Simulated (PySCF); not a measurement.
Single point on KCl

State: ¹Σ⁺ (singlet), closed shell.

An equivalent input (the run itself took its basis sets from the Basis Set Exchange, started from a PBE0 density and held the occupation σ 10α 10β, πx 4α 4β, πy 4α 4β):

```python
from pyscf import gto, dft
mol = gto.M(atom='K 0 0 0; Cl 0 0 2.665', basis={'K': 'def2-SVP', 'Cl': 'def2-SVP'},
            charge=0, spin=0, verbose=4, symmetry='C2v')
mf = dft.UKS(mol, xc='HYB_MGGA_XC_R2SCAN0')
mf.grids.atom_grid = (80, 434)
mf.grids.prune = dft.gen_grid.treutler_prune
mf.irrep_nelec = {'A1': (10, 10), 'B1': (4, 4), 'B2': (4, 4)}
mf.conv_tol = 1e-9
mf.max_cycle = 60
mf.diis_space = 10
mf.kernel()
```

The log (some set-up lines and the per-cycle HOMO/LUMO lines removed):

```
******** <class 'pyscf.dft.uks_symm.SymAdaptedUKS'> ********
method = SymAdaptedUKS
damping factor = 0
level_shift factor = 0
DIIS = <class 'pyscf.scf.diis.CDIIS'>
diis_start_cycle = 1
diis_space = 10
diis_damp = 0
SCF conv_tol = 1e-09
SCF conv_tol_grad = None
SCF max_cycles = 60
number electrons alpha = 18  beta = 18
Set gradient conv threshold to 3.16228e-05
init E= -1059.90990735181
cycle= 1 E= -1059.91030172761  delta_E= -0.000394  |g|= 0.00427  |ddm|= 0.0712
cycle= 2 E= -1059.91030766063  delta_E= -5.93e-06  |g|= 0.00295  |ddm|= 0.00964
cycle= 3 E= -1059.91031256184  delta_E= -4.9e-06  |g|= 0.000344  |ddm|= 0.0053
cycle= 4 E= -1059.91031264038  delta_E= -7.85e-08  |g|= 3.9e-05  |ddm|= 0.000574
cycle= 5 E= -1059.91031264164  delta_E= -1.26e-09  |g|= 8.57e-06  |ddm|= 7.14e-05
cycle= 6 E= -1059.91031264169  delta_E= -5.46e-11  |g|= 1.28e-06  |ddm|= 1.33e-05
Extra cycle  E= -1059.91031264169  delta_E= -2.27e-12  |g|= 7.67e-07  |ddm|= 3.97e-06
converged SCF energy = -1059.91031264169  <S^2> = -2.8421709e-14  2S+1 = 1
```

Repeating this along the bond gives Re = 2.663 Å and ωe = 299 cm⁻¹.

A point of this curve took 0.55 CPU seconds beside 0.042 for the integrals (shared host).
